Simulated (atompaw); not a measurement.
Logarithmic derivatives: silicon, PAW (atompaw)

```
Element                 : Si
Generator               : atompaw 4.2.0.5
Type                    : PAW
Functional              : LDA (PW92)
Relativity              : scalar-relativistic
Frozen core             : [Ne]
Valence charge          : 4
Reference configuration : 3s2 3p2
Partial waves           : 3s (bound): rc 1.65 bohr; 3s channel at 3.7 Ry: rc 1.65 bohr; 3p (bound): rc 1.65 bohr; 3p channel at 1.4 Ry: rc 1.65 bohr
Local potential         : troulliermartins scheme with l = 2 at 0 Ry, radius 1.45 bohr
Core correction         : smooth core density matched at 0.90 bohr
Augmentation charge     : sinc compensation charge, radius 1.55 bohr; PAW radius 1.65 bohr; waves and projectors: custom polynom vanderbiltortho
```

The phase is arctan(r·u′/u) with u = r·R(r), unwrapped; energies in Ry, scanned from -3 to 5 Ry. A pole is an energy at which the radial function vanishes at the test radius. The pseudo phase is shifted by a multiple of π to meet the all-electron one at the reference energy, and phase errors are pseudo minus all-electron; the curves can meet again beyond the range given. Levels narrower than the energy grid can be missing from the lists of poles.

Question: For each channel, where are the poles, and over which energies does the pseudopotential scatter like the atom?

Answer:

```
channel  radius (bohr)  reference energy (Ry)  poles, all-electron  poles, pseudo  unbroken range about the reference energy with phases within 0.05 rad  phase error 1 Ry above the reference energy (rad)
      s           1.66                  -0.80                 4.89           4.89                                                        the whole range                                             -0.000
      p           1.66                  -0.31                 none          -2.08                                                             above -2.0                                             +0.000
```

Note: ghost states, extra bound levels that the all-electron valence spectrum of the same l lacks: s at -196.1 eV, p at -28.4 eV. A true bound ghost makes a file unfit for plane-wave use.

Phases in the s channel:

| E (Ry) | all-electron | pseudo |
| --- | --- | --- |
| -3.00 | 1.074 | 1.074 |
| -2.52 | 0.998 | 0.998 |
| -2.04 | 0.888 | 0.888 |
| -1.56 | 0.720 | 0.720 |
| -1.08 | 0.454 | 0.454 |
| -0.60 | 0.052 | 0.052 |
| -0.12 | -0.419 | -0.419 |
| 0.36 | -0.796 | -0.797 |
| 0.84 | -1.040 | -1.041 |
| 1.32 | -1.195 | -1.196 |
| 1.80 | -1.299 | -1.299 |
| 2.28 | -1.372 | -1.372 |
| 2.76 | -1.427 | -1.427 |
| 3.24 | -1.470 | -1.470 |
| 3.72 | -1.505 | -1.505 |
| 4.20 | -1.535 | -1.535 |
| 4.68 | -1.560 | -1.560 |
